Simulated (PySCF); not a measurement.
Structure and specific rotation at 589.3 nm (origin-invariant length gauge)

Level of theory: PySCF, TDDFT CAM-B3LYP/def2-SVPD circular dichroism and optical rotation, one conformer, gas phase. Geometry: GFN2-xTB.

Each molecule in one low-energy conformer. The parent is C#C[Si@@H]1C[C@H]1CCS.

The molecule is flexible and this is one conformer; a measurement averages over conformers.

(1) How does the specific rotation at 589.3 nm (origin-invariant length gauge) change along this series?
- C#C[Si@@H]1C[C@H]1CCS (base)
- C#C[Si@@H]1C[C@@H]1CCS (diastereomer)

Results:

(1) 
```
              molecule  [α]589 (deg dm⁻¹ (g/mL)⁻¹)  S1 (eV)  R(S1), velocity form (10⁻⁴⁰ esu² cm²)
 C#C[Si@@H]1C[C@H]1CCS                       -60.0     5.48                                   -4.9
C#C[Si@@H]1C[C@@H]1CCS                      +129.4     5.49                                   -0.5
```
The specific rotation at 589.3 nm (origin-invariant length gauge) is lowest for C#C[Si@@H]1C[C@H]1CCS and highest for C#C[Si@@H]1C[C@@H]1CCS.
